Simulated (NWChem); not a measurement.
System: MgO; SMILES [O]=[Mg]

Input file for NWChem:

```
start job
memory heap 200 mb stack 900 mb global 1100 mb
geometry units angstroms noautoz
  Mg     0.000000     0.000000    -0.717394
  O      0.000000     0.000000     1.045864
end
basis spherical
  * library pcseg-1
end
dft
  xc xtpss03 ctpss03
  iterations 150
  mulliken
end
task dft energy
```

Coordinates come from a PBE-D3(BJ)/def2-SVP optimisation.

Q: What results follow from this input? (TPSS/pcseg-1.) Quantities: basis functions; energy (Ha); highest occupied level (eV); orbital gap (eV); dipole (D).

A: 
- number of basis functions: 24
- energy (Ha): -275.21
- highest occupied level (eV): -4.27
- orbital gap (eV): 0.46
- dipole (D): 6.66
